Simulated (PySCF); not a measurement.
Si(F)2(OH)(SeH) (F2H2OSeSi), SMILES O[Si](F)(F)[SeH].

Geometry: B3LYP-D3(BJ)/def2-SVP. This is a generated structure with no PubChem entry under its InChIKey; it may be hypothetical. Other conformers were not sampled.

Method: B3LYP-D3(BJ)/def2-SVP run with PySCF 2.14.0.

Frequencies are harmonic and unscaled.

| mode | ν (cm⁻¹) | IR (km/mol) | Raman (Å⁴/amu) | depolarisation | moving atoms (share of kinetic energy) |
|---|---|---|---|---|---|
| 1 | 146 | 2.1 | 5.4 | 0.75 | H 44 %, F 26 %, O 24 % |
| 2 | 167 | 26.4 | 1.4 | 0.74 | H 53 %, F 23 %, O 13 % |
| 3 | 172 | 21.0 | 0.9 | 0.73 | F 59 %, H 25 %, Se 9 % |
| 4 | 256 | 4.1 | 4.7 | 0.36 | F 41 %, Se 36 %, H 13 % |
| 5 | 276 | 78.0 | 4.9 | 0.60 | H 42 %, O 24 %, F 16 %, Si 11 % |
| 6 | 310 | 16.3 | 0.9 | 0.75 | F 39 %, O 36 %, Si 16 %, H 8 % |
| 7 | 333 | 27.1 | 1.2 | 0.72 | F 51 %, H 26 %, O 12 %, Si 11 % |
| 8 | 473 | 112.8 | 4.1 | 0.02 | Si 53 %, F 22 %, O 15 %, Se 8 % |
| 9 | 674 | 5.0 | 10.6 | 0.75 | H 93 % |
| 10 | 783 | 227.5 | 1.4 | 0.47 | H 78 %, O 14 % |
| 11 | 834 | 207.1 | 4.8 | 0.01 | F 48 %, Si 29 %, O 23 % |
| 12 | 979 | 159.9 | 0.8 | 0.55 | Si 50 %, F 47 % |
| 13 | 994 | 127.4 | 1.4 | 0.65 | Si 47 %, O 31 %, F 14 %, H 8 % |
| 14 | 2408 | 6.8 | 133.4 | 0.31 | H 99 % |
| 15 | 3881 | 125.4 | 57.1 | 0.27 | H 94 % |
